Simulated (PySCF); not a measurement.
Isomers of C6H4S, one GFN2-xTB conformer each. Single-point energies are computed at PBE0/pcSseg-1 (PySCF, gas phase, no added dispersion term), electronic only.

Task: Rank them by PBE0/pcSseg-1 energy, lowest first (kJ/mol).
A. `C=CC#CC=C=S`
B. `C#Cc1cccs1`

Result: B (0.0), A (148.4).

As drawn, the lower has an aromatic ring, which the higher lacks; the higher has cumulated double bonds, a C=S bond and a C=C bond outside aromatic rings, which the lower lacks. GFN2-xTB itself gives, in the same order: 0.0, 151.9. Both levels put the same isomer lowest.

Task: Which frontier levels, dipoles and rotational constants go with these structures?

Result: 
```json
{"SMILES": "C#Cc1cccs1", "HOMO (eV, PBE0/pcSseg-1)": "-6.64", "LUMO (eV)": "-1.23", "dipole (D)": "0.89", "A, B, C (MHz)": "5391, 1821, 1361"}
{"SMILES": "C=CC#CC=C=S", "HOMO (eV, PBE0/pcSseg-1)": "-6.14", "LUMO (eV)": "-2.57", "dipole (D)": "0.48", "A, B, C (MHz)": "13297, 672.1, 639.8"}
```
